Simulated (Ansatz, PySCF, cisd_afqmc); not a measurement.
System: NS, charge 0, doublet. NS (SMILES [N]=S, doublet).
B3LYP-D3(BJ)/def2-TZVP minimum from Ansatz (an electronic-structure program):
```
N
S 1 1.4918
```
Charge 0, spin multiplicity 2.

Atomisation energy term by term, kcal/mol (programs: Ansatz, cisd_afqmc). Open shells are spin-unrestricted; no spin-orbit coupling. Correlated methods leave the cores frozen. Rows without X2C or -DK are non-relativistic. AFQMC/CISD: phaseless, guided by CISD from CCSD amplitudes; bars are statistical, one sigma. Outlying blocks are dropped, and bars are widened where a walk drifts. Over all cases where full CI ran beside it in this data, AFQMC minus full CI had a median of +0.1 mEh and passed +0.4 mEh in a tenth of the cases. CBS(X,Y): correlation extrapolated as X^-3, Hartree-Fock from the larger set (Q,5: extrapolated as (X+1)exp(-9√X)). A bracket is a step between two methods taken in the basis named. '+ core + X2C': CCSD(T) terms for core correlation (cc-pwCVTZ, 1s frozen past Ne) and scalar relativity (cc-pVTZ-DK). The UHF reference of NS ([N]=S, doublet) is spin-contaminated (<S^2> up to 0.24 over the pure value in the sets run).

```tsv
term	basis	kcal/mol
Hartree-Fock	CBS(cc-pV(Q+d)Z,cc-pV(5+d)Z)	26.13
CCSD correlation	CBS(cc-pV(Q+d)Z,cc-pV(5+d)Z)	76.82
(T)	CBS(cc-pV(Q+d)Z,cc-pV(5+d)Z)	10.08
CCSDT(Q) - CCSD(T)	cc-pV(Q+d)Z	1.22
CCSDTQ - CCSDT(Q)	cc-pV(D+d)Z	-0.18
core correlation	cc-pwCVTZ	0.70
scalar relativity	X2C, cc-pVTZ-DK	-0.23
minus zero-point energy	Hessian by PySCF at B3LYP-D3(BJ)/def2-TZVP	-1.80
sum: D0		112.8
```

The step beyond CCSD(T) by other levels: CCSDTQ in cc-pV(D+d)Z 1.02; AFQMC/CISD in cc-pV(D+d)Z 0.26 ± 0.26; CCSDT(Q) in cc-pV(D+d)Z 1.19; CCSDT(Q) in cc-pV(T+d)Z 1.21 kcal/mol.
